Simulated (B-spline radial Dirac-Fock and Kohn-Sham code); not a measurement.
Kohn-Sham estimates against Dirac-Fock for the levels of Nd⁺

System: neodymium as Nd⁺, configuration [Xe] 4f4 5d1 (not the ground configuration).

The density-functional columns are spherical, spin-unpolarised Dirac-Kohn-Sham results without Breit or QED terms: −ε is minus the orbital energy of the initial state and ΔSCF the difference of two total energies. The reference in the last column comes from multi-electron Dirac-Fock with separately optimised hole states, Breit and Lamb-shift corrections added in first order. All numbers are from a radial finite-basis atomic code, in eV; a selection of levels is shown. For the 1s level of heavy atoms much of the gap between ΔSCF and the reference is the Breit and QED part, -174.4 eV here; for other levels the error of the functional can be larger.

| level | PBE −ε | PBE ΔSCF | Dirac-Fock |
| --- | --- | --- | --- |
| 1s | 43361.7 | 43783.0 | 43576.2 |
| 2s | 7014.0 | 7088.4 | 7140.7 |
| 2p1/2 | 6636.1 | 6730.7 | 6731.2 |
| 2p3/2 | 6116.1 | 6202.1 | 6217.3 |
| 3s | 1525.0 | 1547.1 | 1587.7 |
| 3p1/2 | 1363.6 | 1387.0 | 1413.4 |
| 3p3/2 | 1259.8 | 1281.8 | 1308.9 |
| 3d3/2 | 978.6 | 1004.5 | 1008.9 |
| 3d5/2 | 956.2 | 981.5 | 986.9 |
| 4s | 306.6 | 315.9 | 334.6 |
| 4p1/2 | 245.7 | 254.8 | 267.2 |
| 4p3/2 | 223.2 | 232.0 | 244.7 |
| 4d3/2 | 123.0 | 131.5 | 132.5 |
| 4d5/2 | 119.1 | 127.4 | 128.6 |
| 4f | 5.91 | 12.61 | 8.86 |
| 5s | 44.53 | 50.16 | 52.19 |
| 5p1/2 | 28.40 | 33.66 | 32.36 |
| 5p3/2 | 25.42 | 30.51 | 29.36 |
| 5d | 6.13 | 9.71 | 8.77 |

Values without a named source are computed, but for edge energies of neutral atoms, which are taken from tables.
